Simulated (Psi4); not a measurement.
CH4N (SMILES [CH2]N), doublet, at a GFN2-xTB geometry; Psi4 with MP2/def2-SVPD.

The Psi4 input:
```
memory 2 GB

molecule mol {
0 2
  C     0.119698    0.720717   -0.007638
  N    -0.084842   -0.657662    0.006840
  H    -0.519385   -1.000904    0.852403
  H    -0.528370   -1.017213   -0.827202
  H     0.466667    1.157685    0.909412
  H     0.456791    1.139761   -0.936660
}

set basis def2-svpd
set reference uhf

energy('mp2')
print_variables()
```

What the program printed (banner, timings and long lists left out):

```
    SCF Algorithm Type (re)set to DF.

   => Loading Basis Set <=

    Name: DEF2-SVPD
    Role: ORBITAL
    Keyword: BASIS

         ---------------------------------------------------------
                                   SCF
               by Justin Turney, Rob Parrish, Andy Simmonett
                          and Daniel G. A. Smith
                              UHF Reference
         ---------------------------------------------------------

  ==> Geometry <==

    Molecular point group: c1
    Full point group: C1

    Geometry (in Angstrom), charge = 0, multiplicity = 2:

       Center              X                  Y                   Z               Mass
    ------------   -----------------  -----------------  -----------------  -----------------
         C            0.115600775708     0.730012046277    -0.007706654947    12.000000000000
         N           -0.088939224292    -0.648366953723     0.006771345053    14.003074004430
         H           -0.523482224292    -0.991608953723     0.852334345053     1.007825032230
         H           -0.532467224292    -1.007917953723    -0.827270654947     1.007825032230
         H            0.462569775708     1.166980046277     0.909343345053     1.007825032230
         H            0.452693775708     1.149056046277    -0.936728654947     1.007825032230

  Running in c1 symmetry.

  Rotational constants: A =      4.87502  B =      0.92338  C =      0.79981 [cm^-1]
  Rotational constants: A = 146149.38601  B =  27682.13922  C =  23977.62561 [MHz]
  Nuclear repulsion =   37.257298979912981

  Charge       = 0
  Multiplicity = 2
  Electrons    = 17
  Nalpha       = 9
  Nbeta        = 8

  ==> Algorithm <==

  SCF Algorithm Type is DF.
  DIIS enabled.
  MOM disabled.
  Fractional occupation disabled.
  Guess Type is SAD.
  Energy threshold   = 1.00e-08
  Density threshold  = 1.00e-08
  Integral threshold = 1.00e-12

  ==> Primary Basis <==

  Basis Set: DEF2-SVPD
    Blend: DEF2-SVPD
    Number of shells: 32
    Number of basis functions: 72
    Number of Cartesian functions: 76
    Spherical Harmonics?: true
    Max angular momentum: 2

   => Loading Basis Set <=

    Name: (DEF2-SVPD AUX)
    Role: JKFIT
    Keyword: DF_BASIS_SCF

  ==> Integral Setup <==

  SCF_SUBTYPE=INCORE selected. In-core MEM_DF algorithm will be used.
  Using in-core AOs.

  ==> MemDFJK: Density-Fitted J/K Matrices <==

    J tasked:                   Yes
    K tasked:                   Yes
    wK tasked:                   No
[...]
  @DF-UHF Final Energy:   -94.53092689789419
    Total Energy =                        -94.5309268978941901
[...]
 Magnitude           :                                                    0.3503725

 ------------------------------------------------------------------------------------

  //>>>>>>>>>>>>>>>>>>>>>>>>>>>>>>>>>>>//
  //               DFMP2               //
  //<<<<<<<<<<<<<<<<<<<<<<<<<<<<<<<<<<<//

   => Loading Basis Set <=

    Name: (DEF2-SVPD AUX)
    Role: RIFIT
    Keyword: DF_BASIS_MP2

	 --------------------------------------------------------
	                          DF-MP2
	      2nd-Order Density-Fitted Moller-Plesset Theory

	        Rob Parrish, Justin Turney, Andy Simmonett,
	           Ed Hohenstein, and C. David Sherrill
	 --------------------------------------------------------

	 --------------------------------------------------------
	                 NBF =    72, NAUX =   220
	 --------------------------------------------------------
	   CLASS    FOCC     OCC    AOCC    AVIR     VIR    FVIR
	   ALPHA       0       9       9      63      63       0
	    BETA       0       8       8      64      64       0
	 --------------------------------------------------------

	-----------------------------------------------------------
	 ==================> DF-MP2 Energies <====================
	-----------------------------------------------------------
	 Reference Energy          =     -94.5309268978941901 [Eh]
	 Singles Energy            =      -0.0000000000000000 [Eh]
	 Same-Spin Energy          =      -0.0760400679105105 [Eh]
	 Opposite-Spin Energy      =      -0.2422577492871678 [Eh]
	 Correlation Energy        =      -0.3182978171976783 [Eh]
	 Total Energy              =     -94.8492247150918644 [Eh]
	-----------------------------------------------------------
	 ================> DF-SCS-MP2 Energies <==================
	-----------------------------------------------------------
	 SCS Same-Spin Scale       =       0.3333333333333333 [-]
	 SCS Opposite-Spin Scale   =       1.2000000000000000 [-]
	 SCS Same-Spin Energy      =      -0.0253466893035035 [Eh]
	 SCS Opposite-Spin Energy  =      -0.2907092991446014 [Eh]
	 SCS Correlation Energy    =      -0.3160559884481049 [Eh]
	 SCS Total Energy          =     -94.8469828863422890 [Eh]
	-----------------------------------------------------------

  Variable Map:
  ----------------------------------------------------------------------------
[...]
  Array Variable Map:
  ----------------------------------------------------------------------------
[...]
[...]
```
